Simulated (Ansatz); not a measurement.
Cu₃O₂. Charge 0, multiplicity 2. Geometry B3LYP-D4/def2-SVP, basis def2-TZVP, Ansatz.

```xyz
5

Cu    1.370   -1.955   -0.536
Cu   -0.411    1.149    2.120
Cu   -0.292    0.245   -0.482
O    -1.038    1.504    0.498
O     0.371   -0.944   -1.600
```

| run | HOMO (eV) | LUMO (eV) |
| --- | --- | --- |
| A | -5.13 | -4.48 |
| B | -5.79 | -3.45 |
| C | -5.15 | -4.26 |
| D | -6.14 | -3.54 |
| E | -6.18 | -3.08 |

B3LYP takes the VWN-RPA correlation. HSE06 is defined as in plane-wave codes, on full-range PBE exchange. Another isomer (doublet) lies 0.06 eV lower at PBE0-D4/def2-TZVP; other spin states weren't run for this one.

HOMO and LUMO are taken over both spins.

The runs used B3LYP, HSE06, PBE, PBE0, r2SCAN. Estimate which is which.

A PBE (0 % exact exchange); B HSE06 (range-separated); C r2SCAN (0 % exact exchange); D B3LYP (20 % exact exchange); E PBE0 (25 % exact exchange). Exact exchange lowers occupied and raises empty levels; among semilocal functionals meta-GGAs tend to open the gap a little, and such runs are hard to tell apart. The gap grows from 0.66 eV (PBE) to 3.10 eV (PBE0).
